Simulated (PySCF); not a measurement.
Geometry (Å), atoms numbered from 1 in this order:
```xyz
17

C    -0.6216    1.7678    0.3159
C     0.2270    0.5596    0.0554
C     1.6019    0.7198   -0.0673
C     2.4980   -0.2992   -0.3058
P     2.0753   -1.9665   -0.4981
C     0.3594   -1.8471   -0.2991
C    -0.3744   -0.7001   -0.0599
C    -1.8646   -0.8170    0.0787
H    -1.3533    1.9049   -0.4803
H    -0.0081    2.6633    0.3772
H    -1.1692    1.6611    1.2523
H     1.9973    1.7242    0.0322
H     3.5494   -0.0507   -0.3802
H    -0.1833   -2.7829   -0.3739
H    -2.3669   -0.2175   -0.6800
H    -2.1846   -1.8501   -0.0319
H    -2.1892   -0.4575    1.0548
```

[PySCF: geometry: GFN2-xTB; shielding tensors at PBE0/pcSseg-1 (GIAO); relativity neglected; no solvent model; single conformer; rapidly exchanging positions averaged]

Chemical shifts δ = σref − σ; 13C (σ = 186.93 ppm) vs TMS, all at this level.

Do the 13C shifts follow the atomic charges (in e)? Tabulate both.

## Answers


```tsv
atoms	hybridisation	δ (ppm)	σ para (ppm)	Hirshfeld	IAO	Mulliken	ESP-fitted
C6	sp2	165.1	-239	-0.11	-0.39	-0.36	-0.02
C4	sp2	163.7	-241	-0.11	-0.38	-0.38	+0.10
C7	sp2	147.3	-219	+0.01	+0.02	-0.23	-0.07
C2	sp2	142.9	-218	+0.01	+0.01	-0.36	+0.53
C3	sp2	140.8	-206	-0.05	-0.14	+0.02	-0.62
C8	sp3	27.3	-88	-0.11	-0.42	-0.12	-0.58
C1	sp3	25.7	-86	-0.11	-0.42	-0.13	-0.56
```

Correlation coefficients of δ with charge over these carbons: Hirshfeld +0.40, IAO +0.48, Mulliken -0.52, ESP-fitted +0.64; with the paramagnetic shielding -1.00. Among the 5 sp2 carbons alone: Hirshfeld -0.84, IAO -0.88, Mulliken -0.65, ESP-fitted +0.18. With so few points, grouped by hybridisation, these coefficients are fragile. Charge is one influence among several: hybridisation and low-lying excitations act through the paramagnetic term.

Shifts are as computed. Against solution values, carbons near 30 ppm lie about +3 ppm off and those near 130 ppm about +5 ppm. Of 1211 compounds with measured shifts, 218 miss one by over three times the rms of a fit or turn the order of signals round; such compounds aren't used in these exercises.
